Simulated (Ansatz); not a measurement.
Molecule: C4H3O2, charge -1, multiplicity 1. It need not be the lowest isomer of its formula. Whether it binds its extra electron was not tested at this geometry. 
Geometry from a B3LYP-D3(BJ)/def2-TZVP (Ansatz, a first-principles code) optimisation:
```xyz
9

O      1.8699     0.5310    -0.4866
C      0.5536     0.2393    -0.1950
C     -0.5914     0.8865    -0.4998
C     -1.6265     0.0607     0.0993
C     -1.1163    -1.0459     0.7423
O      0.3398    -0.8735     0.5129
H      2.3715    -0.1876    -0.0833
H     -0.6790     1.8044    -1.0614
H     -2.6867     0.2791     0.0532
```
Charge -1, spin multiplicity 1.

Total electronic energies in hartree. Valence correlation only, unless marked. Spin-orbit coupling is left out. No relativistic terms. Basis-set limits of correlation are two-point, X^-3; Hartree-Fock from the larger set. [CCSD(T)-MP2]/basis is that difference in the basis named.

```json
[
 {"level": "HF/6-31G", "program": "Ansatz", "energy (Eh)": "-302.69339"},
 {"level": "HF/6-31G*", "program": "Ansatz", "energy (Eh)": "-302.81988"},
 {"level": "HF/aug-cc-pVTZ", "program": "Ansatz", "energy (Eh)": "-302.95828"},
 {"level": "HF/aug-cc-pVQZ", "program": "Ansatz", "energy (Eh)": "-302.97644"},
 {"level": "HF/cc-pVQZ", "program": "Ansatz", "energy (Eh)": "-302.97237"},
 {"level": "revPBE-D4/def2-TZVPD", "program": "Ansatz + dftd4", "energy (Eh)": "[?]"},
 {"level": "PBE0-D3(BJ)/def2-TZVP", "program": "Ansatz + dftd3", "energy (Eh)": "-304.39136"},
 {"level": "HSE06-D4/def2-TZVPD", "program": "Ansatz + dftd4", "energy (Eh)": "-304.38267"},
 {"level": "CAM-B3LYP/def2-TZVPD", "program": "Ansatz", "energy (Eh)": "[?]"},
 {"level": "wB97X-V/def2-TZVPD", "program": "Ansatz", "energy (Eh)": "-304.63927"},
 {"level": "MP2/aug-cc-pVQZ", "program": "Ansatz", "energy (Eh)": "-304.17798"},
 {"level": "RI-MP2/aug-cc-pVQZ", "program": "Ansatz", "energy (Eh)": "-304.17742"},
 {"level": "CCSD(T) with core electrons/cc-pwCVTZ", "program": "Ansatz", "energy (Eh)": "-304.44103"},
 {"level": "RI-MP2/CBS(aug-cc-pVTZ,aug-cc-pVQZ)+[CCSD(T)-MP2]/aug-cc-pVQZ", "program": "Ansatz", "energy (Eh)": "-304.2824"},
 {"level": "CCSD(T)/CBS(aug-cc-pVTZ,aug-cc-pVQZ)", "program": "Ansatz", "energy (Eh)": "-304.2771"}
]
```

Task: What belongs in the gaps?

Result: 
- revPBE-D4/def2-TZVPD, energy (Eh): -304.68019
- CAM-B3LYP/def2-TZVPD, energy (Eh): -304.60500
